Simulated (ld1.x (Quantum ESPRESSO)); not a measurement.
## palladium, TM semilocal: configuration errors across variants

```json
{
 "Element": "Pd",
 "Generator": "ld1.x (Quantum ESPRESSO) 7.5",
 "Type": "norm-conserving Troullier–Martins (semilocal form)",
 "Functional": "PBE",
 "Relativity": "scalar-relativistic",
 "Frozen core": "[Ar] 3d10 4s2",
 "Valence charge": "16",
 "Reference configuration": "4p6 4d8.5 5s0 5p0 (charge +1.5)",
 "Partial waves": "5s (bound, empty): rc 2.10 bohr; 4p (bound): rc 1.25 bohr; 4d (bound): rc 1.20 bohr",
 "Local potential": "the d channel",
 "Core correction": "Bessel-smoothed model core inside 1.25 bohr"
}
```

All-electron excitation energies from the reference (eV): (1) 4p6 4d10 5s0 5p0 -17.934; (2) 4p6 4d9 5s0 5p0 -8.819; (3) 4p6 4d8 5s0 5p0 11.999; (4) 4p6 4d9 5s0 5p1 -12.696; (5) 4p6 4d6 5s0 5p0 95.705; (6) 4p6 4d8 5s1 5p0 -4.294; (7) 4p6 4d9.5 5s0 5p0 -14.701.

A semilocal file is local in each channel, so a ghost entry of none says nothing of the separable form that plane-wave codes build from it.

A true bound ghost makes a file unfit for plane-wave use even where its test errors are small: the radial tests pick states by their node count and pass the ghost by.

Errors AE − PS in meV (a dash: test not solved or not reliable):

| change | (1) | (2) | (3) | (4) | (5) | (6) | (7) | bound ghosts |
| --- | --- | --- | --- | --- | --- | --- | --- | --- |
| base | -4.1 | -0.6 | -2.2 | +23 | -81 | -25 | -2.4 | none |
| all radii but the core radius scaled by about 0.76 (s 1.60, p 0.96, d 0.92 bohr) | -5.3 | -1.4 | -0.8 | +10 | -69 | -3.6 | -3.5 | s |
| all radii but the core radius scaled by about 0.89 (s 1.86, p 1.12, d 1.06 bohr) | -4.5 | -0.9 | -1.8 | +13 | -79 | -14 | -2.8 | none |
| all radii but the core radius scaled by about 1.05 (s 2.22, p 1.32, d 1.26 bohr) | -4.1 | -0.6 | -2.3 | +31 | -80 | -27 | -2.3 | none |
| all radii but the core radius scaled by about 1.30 (s 2.72, p 1.62, d 1.56 bohr) | -5.0 | -0.6 | -2.5 | +81 | -70 | -21 | -2.7 | none |
| all radii but the core radius scaled by about 1.36 (s 2.86, p 1.70, d 1.64 bohr) | -5.9 | -0.7 | -2.6 | +95 | -69 | -16 | -3.1 | none |

Task: Give the same row for: all radii but the core radius scaled by about 1.19 (s 2.50, p 1.48, d 1.42 bohr).

Result: -4.2, -0.6, -2.4, +59, -73, -26, -2.3; bound ghosts: none.
